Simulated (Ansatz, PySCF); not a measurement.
Noncovalent pair: NH3 (SMILES N) (first 4 atoms) with H2 (SMILES [H][H]); geometry from B3LYP-D3(BJ)/def2-TZVP.
(charge 0, multiplicity 1):
```
atom    x (Å)    y (Å)    z (Å)
----  -------  -------  -------
N     -0.1683  -0.1111   0.0589
H     -0.7180   0.6543  -0.3143
H      0.7483  -0.0650  -0.3713
H     -0.6037  -0.9744  -0.2452
H     -0.0091   0.0102   2.6694
H      0.0362   0.0447   3.4152
```

Interaction energies are E(AB) − E(A) − E(B) at the monomers' geometry in the complex; basis-set methods are counterpoise corrected. Rows marked so take none.

Rows in 3-21G, 6-31G* carry no dispersion term and start afresh at each structure (6-31G* with six Cartesian d functions).

Codes used: Ansatz (Gaussian orbitals); PySCF for 3-21G rows, 6-31G* rows, the dispersion terms. 

Task: One of these levels gives -2.2 kJ/mol for the interaction energy. Name it.
A. PBE0-D4/def2-TZVPPD
B. B3LYP/3-21G (no counterpoise)
C. HF/6-31G*
D. BHLYP/def2-TZVPPD

Result: D, BHLYP/def2-TZVPPD. The others give -0.5 (HF/6-31G*), -15.3 (B3LYP/3-21G (no counterpoise)), -3.9 (PBE0-D4/def2-TZVPPD)

Ansatz is a quantum-chemistry and plane-wave program.
